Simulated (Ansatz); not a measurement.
Basis sets compared for the cluster Mg₂Se₂⁻ (the lowest doublet isomer of a short search). Charge -1, multiplicity 2. Geometry r2SCAN-D4/def2-SVPD. Ansatz on 4 threads of Arm Neoverse V1 on a shared host; times are rough, and most runs start from earlier orbitals.

Cartesian coordinates in Å:
```
Mg 0.5754 -1.2040 0.5623
Mg -0.5753 1.2040 -0.5624
Se 1.1327 1.1297 1.2598
Se -1.1327 -1.1297 -1.2597
```

The 6-31G sets use Cartesian d functions. At HF/STO-3G, PBE-D4/def2-SVPD, PBE-D4/def2-TZVPD the highest occupied level of the charge -1 doublet lies above zero (up to 5.15 eV). In Hartree–Fock with STO-3G the lack of diffuse functions raises the level. By energy differences its removal costs 1.79 eV (vertical, to the charge 0 singlet, at PBE-D4/def2-TZVPD); a positive level beside a positive removal energy at the same level points to self-interaction error. At HF/6-31G the charge -1 doublet is spin-contaminated (final ⟨S²⟩ up to 0.85, 0.75 for a pure state). The structure comes from a short search, and lower isomers may exist.

```json
{"level": "HF/STO-3G", "functions": "54", "energy (Eh)": "-5141.2830", "HOMO (eV)": "5.15", "LUMO (eV)": "11.43", "wall time": "0.55 s"}
{"level": "HF/6-31G", "functions": "84", "energy (Eh)": "-5198.3510", "HOMO (eV)": "-1.70", "LUMO (eV)": "2.80", "wall time": "1.2 s"}
{"level": "PBE-D4/def2-SVPD", "functions": "124", "energy (Eh)": "-5201.7967", "HOMO (eV)": "0.01", "LUMO (eV)": "0.77", "wall time": "2.7 s"}
{"level": "PBE0-D4/def2-SVPD", "functions": "124", "energy (Eh)": "-5201.9847", "HOMO (eV)": "-0.48", "LUMO (eV)": "1.12", "wall time": "4 s"}
```

Task: Estimate the rows for PBE-D4/def2-TZVPD, PBE0-D4/def2-TZVPD.

Result: 
```tsv
level	functions	energy (Eh)	HOMO (eV)	LUMO (eV)	wall time
PBE-D4/def2-TZVPD	184	-5202.5229	0.03	0.77	3.8 s
PBE0-D4/def2-TZVPD	184	-5202.7109	-0.45	1.12	6.5 s
```
